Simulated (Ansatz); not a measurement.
`[CH3][AlH][NH]C[SiH3]` → `C[SiH](N)[CH2][AlH2]`  (isomerisation)

Isolated molecules relaxed with PBE0-D4/def2-TZVP in Ansatz; ΔE leaves out vibrations. CBS: MP2 limit from def2 TZ/QZ plus the TZ coupled-cluster correction, frozen cores. Functionals use def2-TZVPP. Each species was taken in one conformer, which may not be the lowest.

CCSD(T)/CBS gives -58.9 kJ/mol.

Question: Another level gave -60.3 kJ/mol. Which?
A. revPBE/def2-TZVPP
B. BLYP/def2-TZVPP
C. HF/def2-TZVPP
D. PBE-QIDH/def2-TZVPP

Answer: D. PBE-QIDH -60.3, revPBE -44.2, HF/def2-TZVPP -53.7, BLYP -35.6 kJ/mol.

Question: What do rigid-rotor, harmonic-oscillator terms from PBE0-D4/def2-TZVP frequencies (298.15 K, 1 bar) make of the CCSD(T)/CBS value? (An estimate is asked.)

Answer: Ansatz gave: ΔZPE = -1.3 kJ/mol, ΔH = -58.7 kJ/mol, ΔS = 8 J/(mol·K), ΔG = -61.1 kJ/mol. Modes under 50 cm⁻¹ make the entropy rough.

Largest T1 diagnostic among the species: 0.012.

Leaving LDA and LC-ωPBE aside and taking each functional with its dispersion term where it has one, the values, not all of them listed here, spread over 23.3 kJ/mol, from B97M-V to BLYP-D4. LDA lies −3.2 kJ/mol from PBE without D4. From BLYP to BHLYP (50 % exact exchange), in def2-TZVPP and without D4, ΔE moves by −15.2 kJ/mol. At CCSD(T), def2-SVP lies +34.6 kJ/mol from the extrapolated value and def2-TZVPP +4.6 kJ/mol.
